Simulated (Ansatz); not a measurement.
Isomers of Ge2S4⁻ (doublet), relaxed with PBE-D4/def2-SVPD; total energies from Ansatz at r2SCAN0-D4/def2-TZVPD.

```tsv
isomer	description	energy (Eh)
A	point group not assigned; 5 × Ge–S 2.27 to 2.41 Å; 1 × S–S 2.02 Å	-5746.87005
B	point group not assigned; 6 × Ge–S 2.14 to 2.50 Å; 1 × S–S 2.14 Å	-5746.87030
C	point group not assigned; 5 × Ge–S 2.14 to 2.43 Å; 1 × S–S 2.11 Å	-5746.87150
```

The isomers come from a short search, and lower ones may exist.

**Question.** Work out the relative energies (1 Eh = 2625.5 kJ/mol) and the Boltzmann populations at 500 K from electronic energies alone (R = 8.314 J/mol/K).

**Answer.** ΔE: A 3.8, B 3.2, C 0.0 kJ/mol. RT = 4.16 kJ/mol. Factors exp(−ΔE/RT): A 0.401, B 0.463, C 1; sum 1.864. Populations: A 21.5 %, B 24.8 %, C 53.6 %. Zero-point energy, vibrational entropy and symmetry numbers are left out and can shift these; an error of 4 kJ/mol changes a ratio by a factor of 2.6. Over the other density-functional and correlated levels in def2 sets, the gap between C and B ranges from -6 to 4 kJ/mol.
